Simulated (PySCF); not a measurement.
# Nuclear quadrupole coupling in `C#C[C@](C)(C=O)CC[SiH3]`

Species: C7H12OSi.
Structure used (GFN2-xTB), in Å, numbered top down from 1:
```xyz
21
C7H12OSi angstrom
C     -1.744    1.707   -1.635
C     -1.427    0.778   -0.950
C     -1.033   -0.350   -0.122
C     -1.650   -1.640   -0.698
C     -1.643   -0.192    1.260
O     -1.122   -0.508    2.289
C      0.499   -0.475   -0.048
C      1.178    0.803    0.435
Si     3.066    0.624    0.538
H     -2.017    2.519   -2.240
H     -1.365   -2.493   -0.085
H     -1.288   -1.797   -1.711
H     -2.736   -1.570   -0.723
H     -2.672    0.222    1.237
H      0.875   -0.740   -1.039
H      0.732   -1.293    0.636
H      0.914    1.623   -0.237
H      0.783    1.067    1.418
H      3.590    0.329   -0.799
H      3.412   -0.475    1.441
H      3.639    1.877    1.029
```

Field gradients from the PBE0/pcSseg-1 density (PySCF, non-relativistic), principal values in atomic units, ordered |Vxx| ≤ |Vyy| ≤ |Vzz|:

```json
{"atom": "O6", "Vxx": "0.4036", "Vyy": "1.5865", "Vzz": "-1.9901"}
```

Find the asymmetry η = (Vxx − Vyy)/Vzz and the couplings χ = eQV/h (234.96 MHz × Q in barn × V in au), with Q(17O) = −0.0256 b.

```
atom      environment  nucleus     η  χzz (MHz)  χxx (MHz)  χyy (MHz)
  O6  aldehyde oxygen      17O  0.59      11.97      -2.43      -9.54
```

What is Vzz at O6 in SI units (1 au = 9.71736 × 10²¹ V/m²)?

-1.9901 au = -19.338 × 10²¹ V/m².

And the gradient at the other heavy atoms, for which no coupling is worked out here?

| atom | environment | Vzz (au) | η |
| --- | --- | --- | --- |
| C1 | terminal alkyne carbon | -0.282 | 0.19 |
| C2 | alkyne carbon | -0.295 | 0.05 |
| C3 | sp3 carbon next to a carbonyl | 0.115 | 0.24 |
| C4 | methyl carbon | 0.144 | 0.07 |
| C5 | aldehyde carbon | 0.573 | 0.06 |
| C7 | chain CH2 carbon | 0.121 | 0.65 |
| C8 | sp3 carbon bound to silicon | 0.086 | 0.52 |
| Si9 | SiH3 silicon | 0.052 | 0.46 |

What couplings would deuterons (Q(2H) = 0.00286 b) have in place of the hydrogens, at this geometry?

| atom | bonded to | bond length (Å) | Vzz (au) | η | χzz (kHz) |
| --- | --- | --- | --- | --- | --- |
| H10 | C1 | 1.049 | 0.3958 | 0.01 | 266 |
| H11 | C4 | 1.088 | 0.3105 | 0.03 | 209 |
| H12 | C4 | 1.088 | 0.3121 | 0.03 | 210 |
| H13 | C4 | 1.088 | 0.3107 | 0.03 | 209 |
| H14 | C5 | 1.109 | 0.2659 | 0.01 | 179 |
| H15 | C7 | 1.093 | 0.3006 | 0.05 | 202 |
| H16 | C7 | 1.092 | 0.2998 | 0.06 | 201 |
| H17 | C8 | 1.093 | 0.3050 | 0.03 | 205 |
| H18 | C8 | 1.091 | 0.3070 | 0.03 | 206 |
| H19 | Si9 | 1.466 | 0.1618 | 0.01 | 109 |
| H20 | Si9 | 1.464 | 0.1631 | 0.01 | 110 |
| H21 | Si9 | 1.463 | 0.1640 | 0.00 | 110 |

The structure is a single GFN2-xTB conformer in the gas phase; no vibrational or solvent corrections. GFN2-xTB bond lengths can be off by several hundredths of an ångström, more for odd bonds, and the gradients follow them. The basis is small and wasn't made for field gradients, so the couplings can be 20 % off.
